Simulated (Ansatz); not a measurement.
Wavefunction ladder for `C=CN[SiH2]S`

```xyz
12

C    -0.854    1.312   -1.752
C    -0.270    0.947   -0.613
N     0.485   -0.195   -0.405
Si    0.969   -0.801    1.132
S    -0.262   -2.345    1.953
H    -1.401    2.243   -1.808
H    -0.796    0.706   -2.650
H    -0.350    1.583    0.265
H     0.553   -0.796   -1.214
H     0.993    0.381    2.024
H     2.288   -1.464    1.014
H    -1.356   -1.570    2.054
```

The species carries charge 0 and has multiplicity 1. Geometry: relaxed with PBE0-D4/def2-TZVP. It is one conformer, not always the lowest. Frozen core, restricted reference, the Gaussian-basis code of Ansatz. CBS rows extrapolate triple and quadruple zeta; past MP2 they add the triple-zeta difference.

```
     basis     HF (Eh)  MP2 corr.
  def2-SVP  -820.44124   -0.66274
def2-TZVPP  -820.83870   -0.83495
def2-QZVPP  -820.86550   -0.89604
```

(1) Estimate the CCSD correlation energy and the (T) correction in each basis where they were run (hartree).

Answers

(1) 
```json
{"basis": "def2-SVP", "CCSD corr.": "-0.72412", "(T)": "-0.02304"}
{"basis": "def2-TZVPP", "CCSD corr.": "-0.88948", "(T)": "-0.03910"}
{"basis": "CBS(def2)", "CCSD corr.": "-0.99583", "(T)": "as TZ"}
```
